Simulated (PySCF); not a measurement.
C₃HBrO.
SMILES: `O=C1C=C1Br`

Level of theory: MP2 and CCSD/aug-cc-pVDZ in PySCF, restricted Hartree–Fock reference, 13 core orbitals frozen, non-relativistic, gas phase, PBE0-D3(BJ)/def2-SVP geometry.

E(HF) = -2761.36167 Eh.

**Question.** How large is the problem?

**Answer.** 137 basis functions and 62 electrons; 13 orbitals frozen, which leaves o = 18 correlated occupied and v = 106 virtual orbitals. That is o·v = 1908 singles and o·v(o·v + 1)/2 = 1821186 distinct closed-shell doubles amplitudes before symmetry; the costliest CCSD step grows as o²v⁴ = 4.1 × 10^10.

**Question.** What are the MP2 and CCSD correlation energies?

**Answer.** MP2 -0.7166 Eh and CCSD -0.7322 Eh, which gives totals of -2762.07823 and -2762.09391 Eh. That is 0.553 eV for each correlated electron at CCSD (1922 kJ/mol in all, 0.027 % of the total energy); MP2 gives 97.9 % of the CCSD value.

**Question.** What is the T1 diagnostic?

**Answer.** 0.0146, below the customary warning level of 0.02. It is the norm of the spatial-orbital singles amplitudes over the root of the number of correlated electrons, so the norm is 0.088.

**Question.** How does correlation change the dipole moment?

**Answer.** HF gives 4.24 D and CCSD (unrelaxed density) 3.53 D, a change of -0.71 D.

No triples correction and no basis-set extrapolation were made.
